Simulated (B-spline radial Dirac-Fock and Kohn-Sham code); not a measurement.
## Cd²⁺ 4d5/2: cross section and angular parameters

System: Cd²⁺, configuration [Kr] 4d10; threshold 36.32 eV (orbital energy of the model). Method: Dirac-Hartree-Slater photoionisation with a Latter tail; cross sections with all multipoles, angular parameters from the dipole term and its interference with E2. Computed with a radial atomic solver.

For linearly polarised light dσ/dΩ = σ/(4π) [1 + β P₂(cos θ) + (δ + γ cos²θ) sin θ cos φ], with θ from the polarisation vector and φ the angle between the beam and the projection of the electron momentum on the plane normal to the polarisation.

| hν (eV) | σ (kb) | β | γ | δ |
| --- | --- | --- | --- | --- |
| 84.7 | 1820 | 1.693 | -0.052 | 0.001 |
| 88.2 | 1350 | 1.799 | -0.061 | 0.001 |
| 97.3 | 614 | 1.991 | -0.082 | 0.002 |
| 121 | 152 | 0.082 | 0.088 | -0.001 |
| 124 | 150 | -0.259 | 0.125 | -0.003 |
| 175 | 333 | -0.026 | 0.128 | -0.012 |
| 184 | 355 | 0.107 | 0.113 | -0.012 |
| 189 | 365 | 0.172 | 0.105 | -0.012 |
| 200 | 381 | 0.296 | 0.089 | -0.012 |
| 259 | 389 | 0.707 | 0.027 | -0.009 |
| 263 | 387 | 0.725 | 0.024 | -0.008 |
| 306 | 351 | 0.887 | -0.002 | -0.005 |
| 526 | 169 | 1.221 | -0.018 | 0.010 |
| 713 | 92.7 | 1.301 | 0.032 | 0.019 |
| 800 | 72.2 | 1.315 | 0.062 | 0.023 |
| 903 | 54.7 | 1.323 | 0.101 | 0.027 |
| 1000 | 42.8 | 1.324 | 0.138 | 0.031 |
| 2000 | 6.69 | 1.217 | 0.485 | 0.066 |
| 2050 | 6.22 | 1.211 | 0.499 | 0.068 |
| 3750 | 0.940 | 1.017 | 0.891 | 0.129 |
| 4000 | 0.757 | 0.993 | 0.933 | 0.139 |
| 4140 | 0.674 | 0.980 | 0.955 | 0.144 |
| 4840 | 0.395 | 0.921 | 1.056 | 0.170 |
| 6000 | 0.185 | 0.839 | 1.189 | 0.212 |
| 8047.8 | 0.0633 | 0.728 | 1.357 | 0.284 |
| 8330 | 0.0556 | 0.716 | 1.376 | 0.293 |
| 8770 | 0.0459 | 0.697 | 1.404 | 0.308 |
| 8900 | ? | ? | ? | ? |
| 9350 | 0.0360 | 0.674 | 1.439 | 0.327 |
| 15000 | 0.00568 | 0.509 | 1.662 | 0.500 |

Q: Give the values at 8900 eV.

A: σ = 0.0434 kb, β = 0.692, γ = 1.412, δ = 0.312.
